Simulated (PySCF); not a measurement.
## Diatomics of Zn with the fourth-period p block

PBE0 with double-zeta basis sets in PySCF, for the lowest determinant that a PBE0 search found; no spin–orbit coupling. De refers to high-spin ground-configuration atoms. A positive dipole means M(−)Zn(+).

| M | basis | state (unpaired electrons) | Re (Å) | ωe (cm⁻¹) | De (eV) | μ (D) |
| --- | --- | --- | --- | --- | --- | --- |
| Ga | pcseg-1 | doublet (π ↑) | 2.709 | 121 | 0.34 | 1.40 |
| Ge | pcseg-1 | triplet (π ↑↑) | 2.468 | 187 | 0.81 | 2.94 |
| As | cc-pVDZ-PP | quartet (σ ↑, π ↑↑) | 2.557 | 154 | 0.37 | 0.34 |
| Br | pcseg-1 | doublet (σ ↑) | 2.315 | 275 | 1.91 | 3.47 |

**Question.** By what factor does the bond length vary along the series?

**Answer.** At PBE0 it runs from 2.315 Å (ZnBr) to 2.709 Å (ZnGa), a factor of 1.17.

The rows differ in basis set, which adds steps of its own.

The state changes along the series, so neighbouring rows are not always alike in their bonding.

Weak bonds: ZnAs, ZnGa. Basis-set superposition, not corrected here, can be much of De in a small basis, most of all at correlated wavefunction levels. Functionals without a dispersion term scatter widely for such bonds, and LDA overbinds them. Spin–orbit coupling is left out. States were picked by a PBE0 search and need not be the measured ground states.
